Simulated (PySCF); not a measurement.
**Electron correlation in P⁻ (phosphorus, charge -1)**

[Ne] 3s2 3p4, high-spin 3P determinant. Calculation: PySCF 2.14, in aug-cc-pV(Q+d)Z (7s6p5d3f2g, 89 functions); no relativity, point nucleus. Frozen: [Ne]; 6 electrons correlated.

MP2 pair energies summed by pair of shells (mhartree):

| pair | energy | share (%) |
| --- | --- | --- |
| 3s-3p | -56.81 | 46.8 |
| 3p-3p | -52.97 | 43.6 |
| 3s-3s | -11.62 | 9.6 |

Total MP2 correlation energy: -121.39 mhartree.

Same-spin part -27.57 and opposite-spin part -93.82 mhartree; SCS-MP2 scales them by 1/3 and 6/5 to -121.77 mhartree.
